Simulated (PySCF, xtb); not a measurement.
Al(Cl)(OH)(SMe) (CH4AlClOS), SMILES C[S][Al]([OH])[Cl].

GFN2-xTB (xtb) at its own geometry gives an orbital gap of 3.25 eV and a dipole moment of 3.81 D.

The structure is a stationary point at B3LYP-D3(BJ)/def2-SVP. The structure was generated by enumeration; whether it is a known compound was not checked. The values are those of a single conformer.

Task: What does CAM-B3LYP/def2-TZVP (PySCF) give? (The exact figures need the calculation; the answer reports its results.)

Result: gap 8.81 eV (levels -8.58 and 0.22 eV), dipole 2.26 D.
